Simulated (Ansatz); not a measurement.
`C[CH2][Al]([F])[Cl]` + `C=C` → `C=C[CH2][Al]([F])[Cl]` + CH₄ at 600 K and 1 bar (formal exchange of groups at a C–C bond).

Program: Ansatz. Geometries: PBE0-D4/def2-TZVP. ΔE: electronic, gas phase. CBS: MP2 limit from def2 TZ/QZ plus the TZ coupled-cluster correction, frozen cores. This one scheme is used for every species. Each species was taken in one conformer, which may not be the lowest.

```
                species  CCSD(T)/CBS energy (Eh)  H − E (kJ/mol)  S (J/(mol·K))
  `C[CH2][Al]([F])[Cl]`               -880.86334           241.3          453.0
                  `C=C`                -78.48111           161.6          257.2
`C=C[CH2][Al]([F])[Cl]`               -918.89256           261.8          469.7
                    CH₄                -40.46206           140.4          215.7
```

H − E and S are ideal-gas, rigid-rotor, harmonic terms from PBE0-D4/def2-TZVP, for one conformer and one mirror image of each species. 1 Eh = 2625.50 kJ/mol, R = 8.31446 J/(mol·K).

**Question.** By hand: ΔE, ΔH, ΔS and ΔG.

**Answer.** ΔE = (-918.89256) + (-40.46206) − (-880.86334) − (-78.48111) = -0.01017 Eh = -26.7 kJ/mol. Δ(H − E) = 261.8 + 140.4 − 241.3 − 161.6 = -0.7, so ΔH = -27.4 kJ/mol. ΔS = 469.7 + 215.7 − 453.0 − 257.2 = -24.8 J/(mol·K). ΔG = -27.4 − 600 × (-24.8)/1000 = -12.5 kJ/mol.

**Question.** By hand: the equilibrium constant, and the temperature at which ΔG would vanish if ΔH and ΔS stayed fixed.

**Answer.** log₁₀ K = −ΔG/(RT ln 10) = 1.1. ΔG = 0 at ΔH/ΔS = 1105 K.

TΔS isn't small against ΔH here. A doubt of 5 kJ/mol in ΔE shifts log₁₀ K by 0.4 here. Other conformers and mirror images would add mixing entropy, several J/(mol·K) or more a flexible species. Modes under 60 cm⁻¹, often nearly free rotors, make the harmonic entropy too high. These are equilibria of isolated gas molecules and say nothing of rates. Largest T1 diagnostic: 0.011 (customary marks: 0.02 for closed shells, 0.045 for open ones).
